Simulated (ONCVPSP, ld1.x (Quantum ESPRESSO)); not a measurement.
**Pseudopotentials across the periodic table**

Generated with ld1.x 7.5 (TM, RRKJ, ultrasoft, PAW), atompaw 4.2 or ONCVPSP 4.0.1. The cutoff is in Ry: for ld1.x and atompaw files where the sum of valence levels is converged to 10 mRy in a Bessel basis, for ONCV files where the hardest occupied wave has 1 mHa per electron of residual kinetic energy. The error is the largest all-electron minus pseudo excitation energy over each file’s own four to seven test configurations (ionisations up to +4, promotions, holes and added fractions of an electron), all of which were solved. The labels leave out finer settings (local radius, basis sizes, second energies), which also bear on the numbers. Spin-polarised tests are not counted. The rows are a selection from randomly drawn settings: files with unsolved tests, undetermined cutoffs or missed reference levels are left out.

| element | potential | cutoff (Ry) | largest error (meV) | bound ghosts |
| --- | --- | --- | --- | --- |
| Cr | ONCV, LDA (Perdew-Zunger), scalar-relativistic, rc 1.30/1.25/2.00 (spd), local smoothed, core correction no, reference 3s2 3p6 3d4, qcut 7.5/12.2/9.3, projectors 2/1/2 | 58 | +138 | none |
| Mn | ONCV, PBE, scalar-relativistic, rc 1.20/1.30/1.80 (spd), local smoothed, core correction no, reference 3s2 3p6 3d5 4s1, qcut 12.1/9.6/9.1, projectors 2/2/2 | 89 | +76 | none |
| Fe | ONCV, PBE, fully relativistic, rc 1.20/1.15/1.60 (spd), local smoothed, core correction yes, reference 3s2 3p6 3d6 4s2, qcut 11.6/10.5/8.6, projectors 2/1/2 | 87 | +109 | none |
| Br | ONCV, PBE, scalar-relativistic, rc 1.45/1.55 (sp), local s, core correction yes, reference 4s1.75 4p5.25, qcut 4.4/5.3, projectors 0/2 | 45 | -9.1 | none |
| Nb | TM semilocal, PBEsol, scalar-relativistic, rc 3.30/1.35/2.00 (spd), local d, core correction yes, reference 4p6 4d4 5s1 5p0 | 60 | -42 | none |
| Te | ONCV, PBE, scalar-relativistic, rc 1.55/2.40 (sp), local s, core correction yes, reference 5s2 5p4, qcut 3.3/4.2, projectors 0/1 | 29 | -359 | none |
| Gd | ONCV, PW91, scalar-relativistic, rc 1.90/2.25/1.90 (spd), local d, core correction no, reference 5s2 5p6 5d1, qcut 6.3/6.6/5.4, projectors 2/3/0 | 29 | -57 | none |
| Dy | ONCV, PBEsol, scalar-relativistic, rc 1.85/2.68/1.85 (spd), local d, core correction yes, reference 5s2 5p6 5d1 6s1 6p1, qcut 4.9/3.9/4.5, projectors 2/2/0 | 21 | -23 | none |
| Ir | ONCV, PBE, scalar-relativistic, rc 1.15/1.90/2.30 (spd), local smoothed, core correction yes, reference 5s2 5p6 5d7, qcut 7.1/7.9/7.8, projectors 2/2/1 | 154 | +13 | none |

(1) Fill in the row for Sn: ONCV, PBE, scalar-relativistic, rc 1.80/1.40/1.20 (spd), local smoothed, core correction yes, reference 4p6 4d10 5s1 5p3, qcut 2.9/12.4/13.5, projectors 3/2/2.

Results:

(1) cutoff 96 Ry, largest error -93 meV, bound ghosts: none.
